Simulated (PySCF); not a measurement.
**Radial density of As (arsenic, neutral)**

UHF, [Ar] 3d10 4s2 4p2 5s1, high-spin 4P determinant (an excited configuration). Computed with PySCF 2.14 in x2c-TZVPPall with one added diffuse shell each of s, p, d type (7s6p5d1f, 57 functions), with scalar relativity by spin-free X2C-1e.

| r (bohr) | 4πr²ρ (e/bohr) | 4πr²(ρα − ρβ) |
| --- | --- | --- |
| 0.000678 | 0.2390 | 0.0000 |
| 0.00114 | 0.5916 | 0.0000 |
| 0.00192 | 1.458 | 0.0001 |
| 0.00323 | 3.497 | 0.0002 |
| 0.00543 | 7.921 | 0.0006 |
| 0.00913 | 16.38 | 0.0012 |
| 0.0154 | 29.04 | 0.0026 |
| 0.0258 | 39.75 | 0.0060 |
| 0.0435 | 37.93 | 0.0182 |
| 0.0731 | 33.18 | 0.0494 |
| 0.123 | 45.97 | 0.0615 |
| 0.207 | 37.12 | -0.0148 |
| 0.348 | 25.32 | 0.0851 |
| 0.585 | 28.79 | 0.0629 |
| 0.984 | 8.970 | 0.1428 |
| 1.66 | 2.835 | 0.9695 |
| 2.78 | 1.070 | 0.6652 |
| 4.68 | 0.3890 | 0.3754 |
| 7.88 | 0.04230 | 0.0423 |

Densities and radii are taken from the X2C orbitals without a picture-change correction, which distorts them close to the nucleus.

The outer electron is Rydberg-like, and this basis confines it to a smaller radius and binds it less than a complete one would.

(1) Where is the radial spin density 4πr²(ρα − ρβ) most negative, and why is it negative at all?

## Answers

(1) Around r = 0.207 bohr, down to -0.0148 e/bohr: exchange with the open shell polarises the paired shells in an unrestricted calculation.
